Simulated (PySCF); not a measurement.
## What PySCF settings do for SbH

Base input, run as `OMP_NUM_THREADS=1 python input.py` with PySCF 2.14:

```python
from pyscf import gto, scf, mp

mol = gto.M(
    atom='Sb 0 0 0; H 0 0 1.517',
    basis='jorge-dzp',
    charge=0,
    spin=2,
    symmetry=True,
    verbose=4,
)
mf = scf.UHF(mol)
mf.kernel()
mp.MP2(mf, frozen=18).kernel()
mf.dip_moment()
print('orbital energies (hartree):', [e[max(0, n-3):n+3].round(4) for e, n in zip(mf.mo_energy, mol.nelec)])
```

Base result: E(SCF) = -6304.319885 Eh, 10 cycles, E(MP2) − E(SCF) = -0.36768 Eh, ⟨S²⟩ = 2.012, μz(SCF) = 0.72 D. No relativity is included for the heavy element. The bond length is a typed value, not an optimised one. No search for the lowest solution was made.

Hardware: Arm Neoverse N1, 1 thread, shared host. Wall time 1.9 s, peak memory 0.13 GiB.

Each row names what differs from the base; energies in brackets are changes from the base.

```tsv
change	result	wall time (s)
functional: none (Hartree–Fock) → pbesol; SCF type: UHF → UKS; step after the SCF: mp2 → analyze	E(SCF) = -6303.433362 Eh, 9 cycles, ⟨S²⟩ = 2.003, μz(SCF) = 0.69 D	4.4
step after the SCF: mp2 → stability; point-group symmetry: on → off	E(SCF) = -6304.319885 Eh (+0.0000 eV), 10 cycles, ⟨S²⟩ = 2.012, μz(SCF) = 0.72 D, internal stable; real -> complex stable; UHF/UKS -> GHF/GKS stable	2.6
SCF type: UHF → ROHF	E(SCF) = -6304.315940 Eh (+0.1073 eV), 8 cycles, E(MP2) − E(SCF) = -0.37001 Eh, μz(SCF) = 0.69 D	1.9
second-order solver: off → on	E(SCF) = -6304.319885 Eh (+0.0000 eV), 2 cycles, E(MP2) − E(SCF) = -0.36768 Eh, ⟨S²⟩ = 2.012, μz(SCF) = 0.72 D	1.9
spin-free X2C: off → on [basis contracted without relativity]	E(SCF) = -6444.534745 Eh, 10 cycles, E(MP2) − E(SCF) = -0.36915 Eh, ⟨S²⟩ = 2.011, μz(SCF) = 0.49 D	2
spin (2S): 2 → 0	not converged: SCF after 50 cycles	2.7
electric field along z (a.u.): none → 0.2; point-group symmetry: on → off [unsound on purpose] [may be another electronic state]	E(SCF) = -6304.967100 Eh (-17.6116 eV), 12 cycles, E(MP2) − E(SCF) = -0.35479 Eh, ⟨S²⟩ = 2.058, μz(SCF) = 16.80 D	1.9
basis set: jorge-dzp → 3-21g	E(SCF) = -6286.219748 Eh, 9 cycles, E(MP2) − E(SCF) = -0.02510 Eh, ⟨S²⟩ = 2.010, μz(SCF) = 0.82 D	1.2
spin (2S): 2 → 54 [unsound on purpose]	stops with AssertionError	0.99
geometry: bond 1.517 → bond 1.411	E(SCF) = -6304.301479 Eh (+0.5008 eV), 10 cycles, E(MP2) − E(SCF) = -0.36875 Eh, ⟨S²⟩ = 2.012, μz(SCF) = 1.00 D	1.9
charge: 0 → 2	not converged: SCF after 50 cycles	2.7
geometry: bond 1.517 → bond 1.471	E(SCF) = -6304.313323 Eh (+0.1785 eV), 10 cycles, E(MP2) − E(SCF) = -0.36806 Eh, ⟨S²⟩ = 2.012, μz(SCF) = 0.84 D	1.9
geometry: bond 1.517 → bond 1.699	E(SCF) = -6304.328035 Eh (-0.2218 eV), 11 cycles, E(MP2) − E(SCF) = -0.36702 Eh, ⟨S²⟩ = 2.015, μz(SCF) = 0.21 D	2
Cartesian functions: off → on	E(SCF) = -6306.809594 Eh (-67.7484 eV), 11 cycles, E(MP2) − E(SCF) = -0.42637 Eh, ⟨S²⟩ = 2.012, μz(SCF) = 0.83 D	2
basis set: jorge-dzp → sbkjc; core potential: off → on; frozen orbitals: 18 → 0	E(SCF) = -5.828654 Eh, 8 cycles, E(MP2) − E(SCF) = -0.01918 Eh, ⟨S²⟩ = 2.009, μz(SCF) = 1.07 D	1
geometry: bond 1.517 → bond 1.896	E(SCF) = -6304.316435 Eh (+0.0939 eV), 11 cycles, E(MP2) − E(SCF) = -0.36682 Eh, ⟨S²⟩ = 2.036, μz(SCF) = -0.36 D	1.9
density fitting: none → cc-pvdz-jkfit [unsound on purpose]	stops with BasisNotFoundError (Basis set not found for Sb in cc-pvdz-jkfit)	1
frozen orbitals: 18 → 19	E(SCF) = -6304.319885 Eh (+0.0000 eV), 10 cycles, E(MP2) − E(SCF) = -0.26156 Eh, ⟨S²⟩ = 2.012, μz(SCF) = 0.72 D	1.9
SCF type: UHF → RHF [runs as restricted open-shell]	E(SCF) = -6304.315940 Eh (+0.1073 eV), 8 cycles, E(MP2) − E(SCF) = -0.37001 Eh, μz(SCF) = 0.69 D	1.8
geometry: bond 1.517 → bond 1.563	E(SCF) = -6304.324429 Eh (-0.1237 eV), 10 cycles, E(MP2) − E(SCF) = -0.36741 Eh, ⟨S²⟩ = 2.012, μz(SCF) = 0.59 D	1.9
```

**Question.** Order these changes by how far they move the SCF energy from the base, largest first: (1) Cartesian functions: off → on; (2) geometry: bond 1.517 → bond 1.411; (3) geometry: bond 1.517 → bond 1.471; (4) geometry: bond 1.517 → bond 1.699.

**Answer.** (1) -67.7484 eV, (2) +0.5008 eV, (4) -0.2218 eV, (3) +0.1785 eV.
